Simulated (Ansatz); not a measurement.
Geometry optimisation, Ansatz 0.2.0, RKS PBE/def2-SVP.

Input file:

```yaml
crystal:
  periodic: [false, false, false]
  atoms:
    - { symbol: W, position_ang: [0.0, 0.0, 0.0] }
    - { symbol: Cl, position_ang: [0.0, 0.0, 2.74] }
    - { symbol: Cl, position_ang: [2.39, 0.0, 0.0] }
    - { symbol: Cl, position_ang: [0.0, 2.39, 0.0] }
    - { symbol: Cl, position_ang: [-2.39, 0.0, 0.0] }
    - { symbol: F, position_ang: [0.0, -1.85, 0.0] }
    - { symbol: Cl, position_ang: [0.0, 0.0, -2.39] }
    - { symbol: O, position_ang: [1.4721, 1.5335, 0.7063] }
    - { symbol: H, position_ang: [2.2027, 1.0805, 1.2365] }
    - { symbol: H, position_ang: [1.039, 1.0824, 1.9242] }
basis:
  gaussian: { orbitals: def2-SVP }
hamiltonian:
  xc: pbe
relax:
  f_tol: 0.15
  max_steps: 25
  restrain:
    - { distance: [0, 7], at: 1.94, k: 30.0 }
    - { distance: [9, 1], at: 1.37, k: 30.0 }
    - { distance: [0, 1], at: 3.59, k: 30.0 }
    - { distance: [9, 7], at: 2.21, k: 30.0 }
```

Run as:

```bash
$ ansatz run input.yaml --threads 4 --pin off --max-ram 5120MiB --backend cpu --events-out ev --progress --plain --runs-dir out
```

**Question.** Where does it end, and by what steps?

**Answer.** The run converged. The restraints hold the end off the free minimum; the threshold counts their pulls, which the force column leaves out. Restrained pairs: W1–O8 (2.24 → 1.92 Å), Cl2–H10 (1.71 → 1.34 Å), W1–Cl2 (2.74 → 3.61 Å), O8–H10 (1.37 → 2.21 Å). After 17 steps the energy has fallen by 8.254 eV (the restraints' own energy left out); H10 moved furthest, 1.43 Å. The start is strongly strained (largest force component 8 eV/Å), so its close contacts needn't be bonds.

```tsv
step	energy less start (eV)	largest force component (eV/Å)	accepted
0	0.0000	8.088	yes
1	-1.2583	6.530	yes
2	-2.2417	5.526	yes
3	-4.0300	3.960	yes
4	-5.6578	2.653	yes
5	-6.6403	1.492	yes
6	-7.0926	1.368	yes
7	-7.3377	1.344	yes
8	-7.5403	1.115	yes
9	-7.7533	0.913	yes
10	-7.9314	0.842	yes
11	-8.0803	1.034	yes
12	-8.1609	1.150	yes
13	-8.2088	1.206	yes
14	-8.2302	1.120	yes
15	-8.2381	1.300	yes
16	-8.2510	0.991	yes
17	-8.2538	0.997	yes
```

```xyz
10
Properties=species:S:1:pos:R:3
W 0.302 0.383 -0.341
Cl -0.055 -0.635 3.109
Cl 2.520 0.047 -1.086
Cl 0.148 2.443 -1.415
Cl -1.778 0.684 0.584
F 0.322 -1.368 0.334
Cl -0.402 -0.570 -2.334
O 1.197 1.226 1.138
H 2.165 1.373 1.156
H 0.295 0.654 3.072
```

Time of the run: 67 s on 4 threads of Arm Neoverse V2 (shared host), peak memory 0.3 GiB.
